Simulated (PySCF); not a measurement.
## Be₂Se: fields on a plane

Computed with PySCF, UPBE0, basis Se def2-TZVP, Be def2-TZVP (no relativity, density fitting).

The triplet minimum has Se–Be 2.043 Å (×2); Be–Se–Be 86.4°.

The plane holds Se1 at (0.00, 0.00), Be2 at (2.04, 0.00), Be3 at (0.13, 2.04) Å. Columns run from x = -1.95 to 4.35 Å, rows from y = 4.35 (top) to -1.95 Å, in steps of 0.3 Å. Other isomers or separated fragments may lie lower.

Problem. Give the electrostatic potential (V) (cut at 20 V). Lower edges of the bins (V): '_' -0.23, '.' -0.11, ':' 0.08, '-' 0.38, '=' 0.85, '+' 1.61, '*' 2.80, '#' 4.70, '%' 7.70, '@' 12.46; top 20.0, each point printed twice.

Solution. 
```
........________________....................
............__________......................
::::::::::::::::::::......::::::::::::......
::::------========----::::::::::::::::::....
::----==++++******++====----::::::::::::::..
----==++**##%%%%%%##**++==------::::::::::..
--==++**##@@@@@@@@%%##**++==------::::::::..
--==++##%%@@@@@@@@@@%%**++====----::::::....
--==++##%%@@@@@@@@@@%%**++++====----::::....
--==++**%%@@@@@@@@@@##****++++====--::::....
----==**##%%@@@@@@%%##********++++==--::....
::--==++##%%@@@@%%##****########**==--::..__
::--==**%%@@@@@@@@%%####%%@@@@%%##++--::..__
::--++##@@@@@@@@@@@@%%%%@@@@@@@@%%**==::____
::--++%%@@@@@@@@@@@@@@@@@@@@@@@@%%**==::____
::--++%%@@@@@@@@@@@@@@@@@@@@@@@@%%**==::____
..--++##@@@@@@@@@@@@%%%%@@@@@@@@%%**==::____
..::==**%%@@@@@@@@%%####%%@@@@%%##++--::..__
....--==**##%%%%##******########**==--::..__
__....--==++++++++++==++++****++++==--::....
____....::------------====++++====--::::....
______......::::::::----======------::::....
```

Problem. Give the electron localisation function (set to 0 where the density is under 0.005 e/Å³). Lower edges of the bins: '_' 0.000, '.' 0.100, ':' 0.200, '-' 0.300, '=' 0.400, '+' 0.500, '*' 0.600, '#' 0.700, '%' 0.800, '@' 0.900; top 1.00, each point printed twice.

Solution. 
```
__________@@@@@@@@@@________________________
______@@@@@@@@@@@@@@@@@@____________________
____@@@@@@@@@@@@@@@@@@@@@@__________________
__%%@@@@@@@@@@@@@@@@@@@@@@##________________
__%%@@@@@@@@@@@@@@@@@@@@@@##________________
__%%@@@@@@@@@@@@@@@@@@@@@@**..______________
__**%%@@@@##::..::%%@@@@##--________________
..--++**++__##@@--__####==..________________
__..::--::__@@@@%%__----::..__..::--________
____::--==..__::__..==--::..::==##%%%%______
__..--++##%%##++**##++==--::++%%@@@@@@@@____
__::==**##%%%%%%####**++==--**@@@@@@@@@@@@__
..--**####**----++**##**--..::@@@@@@@@@@@@%%
::++**##++..====..++####______==@@@@@@@@@@@@
--**####--==++++==--%%**..@@@@..@@@@@@@@@@@@
==**####--==++++==--%%**..@@@@..@@@@@@@@@@@@
--**##%%**..====..**%%##______==@@@@@@@@@@@@
--++##%%%%**----++##%%##--__::@@@@@@@@@@@@%%
..==**##%%%%########**++----##@@@@@@@@@@@@__
__::==**########****++--::--##@@@@@@@@@@____
____::==++****++++--::....::++%%@@@@@@______
______..--------::..______..--**####________
```
